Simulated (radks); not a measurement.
Species: the copper ion Cu3+. Configuration: [Ar] 3d8 (the NIST ground configuration). Calculated with a radial shooting solver on a logarithmic mesh with Libxc functionals: scalar-relativistic Kohn-Sham, PBE, spin-polarised, spherical densities, finite nucleus; open shells are filled with parallel spins first; Fermi nuclear charge, rms radius 3.8823 fm.

Unscreened Slater integrals over Kohn-Sham orbitals (eV). They are taken over the spin-up orbitals.

| integral | value |
|---|---|
| F0(3d,3d) | 29.584 |
| F2(3d,3d) | 13.756 |
| F4(3d,3d) | 8.5709 |
| F0(3d,3p) | 31.291 |
| F2(3d,3p) | 14.830 |
| G1(3d,3p) | 18.289 |
| G3(3d,3p) | 11.133 |
| F0(3d,3s) | 31.875 |
| G2(3d,3s) | 13.910 |
| F0(3p,3p) | 33.441 |
| F2(3p,3p) | 16.721 |
| F0(3p,3s) | 34.082 |
| G1(3p,3s) | 22.563 |
| F0(3s,3s) | 34.783 |

Derived for the open shells (J is the average intra-shell exchange parameter used in DFT+U). 3d: Racah B = F2/49 - 5 F4/441 = 0.1836 eV, C = 35 F4/441 = 0.6802 eV, C/B = 3.71, F4/F2 = 0.623, J = (F2 + F4)/14 = 1.595 eV.
